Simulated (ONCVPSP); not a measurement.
Hardness and transferability of assorted potentials

Generated with ld1.x 7.5 (TM, RRKJ, ultrasoft, PAW), atompaw 4.2 or ONCVPSP 4.0.1. The cutoff is in Ry: for ld1.x and atompaw files where the sum of valence levels is converged to 10 mRy in a Bessel basis, for ONCV files where the hardest occupied wave has 1 mHa per electron of residual kinetic energy. The error is the largest all-electron minus pseudo excitation energy over each file’s own four to seven test configurations (ionisations up to +4, promotions, holes and added fractions of an electron), all of which were solved. The labels leave out finer settings (local radius, basis sizes, second energies), which also bear on the numbers. Spin-polarised tests are not counted. The rows are a selection from randomly drawn settings: files with unsolved tests, undetermined cutoffs or missed reference levels are left out.

```csv
element,potential,cutoff (Ry),largest error (meV),bound ghosts
Cr,"ONCV, PBE, scalar-relativistic, rc 0.90/1.45/1.00 (spd), local smoothed, core correction yes, reference 3s2 3p6 3d5 4p1, qcut 9.1/11/10, projectors 2/2/2",384,-11,none
Ga,"ONCV, PBE, scalar-relativistic, rc 2.05/2.65/2.85 (spd), local smoothed, core correction yes, reference 4s1.75 4p1.25, qcut 3.8/2.8/3.9, projectors 3/2/1",13,+15,none
Kr,"ONCV, PBE, scalar-relativistic, rc 0.90/0.90/0.90 (spd), local smoothed, core correction yes, reference 3s2 3p6 3d10 4s2 4p4.5, qcut 16.8/12.3/17.6, projectors 2/2/3",253,-278,none
Nb,"ONCV, PBE, scalar-relativistic, rc 1.95/2.50/2.45 (spd), local smoothed, core correction yes, reference 4s2 4p6 4d4 5s0.5 5p0.5, qcut 8/4.4/7.4, projectors 2/2/2",32,-6.2,none
Cs,"ONCV, PBEsol, scalar-relativistic, rc 2.80/2.15/2.80 (spd), local smoothed, core correction no, reference 5s2 5p6 6s1, qcut 4.8/4.2/3, projectors 3/1/2",14,-47,none
Pb,"ONCV, PBE, scalar-relativistic, rc 1.50/1.55/1.30 (spd), local smoothed, core correction yes, reference 5s2 5p6 5d10 6s1 6p3, qcut 7.8/8/8.8, projectors 2/3/2",50,-9.5,none
```

(1) Fill in the row for Ir: ONCV, PBE, scalar-relativistic, rc 1.65/1.90/2.05 (spd), local smoothed, core correction no, reference 5s2 5p6 5d7 6s2, qcut 6.4/6.5/7, projectors 2/2/3.

Results:

(1) cutoff 33 Ry, largest error -16 meV, bound ghosts: none.
